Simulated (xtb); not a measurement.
Pb(F)(SH) (FHPbS), SMILES [F][Pb][SH] (connectivity only; charge and spin as stated), neutral, multiplicity 1. All values are semi-empirical tight-binding results from xtb (GFN2-xTB unless named), good for trends rather than for accurate numbers. Coordinates come from a GFN2-xTB optimisation. The values are those of a single conformer.

Optimised geometry:

```xyz
4

Pb     0.1832    -0.1344     0.3331
F      0.2722    -1.7496    -0.9966
S     -1.0272     1.5161    -1.1315
H     -1.0375     2.5061    -0.2431
```
Charge 0, spin multiplicity 1.

For metal compounds this method's bond lengths and energies can be far off.

The point group as xtb finds it is Cs and the orbital gap is 2.61 eV. The zero-point energy is 5.8 kcal/mol and the G − E(el) at 298.15 K (modified RRHO) is -13.5 kcal/mol.

Task: Give the atomic charges and the Wiberg bond orders between heavy atoms. (Estimate from the structure and the level; the computed values follow.)

Result: charges (e) Pb1 0.75, F2 -0.50, S3 -0.41, H4 0.16. Bond orders Pb1–F2 0.81, Pb1–S3 1.13.
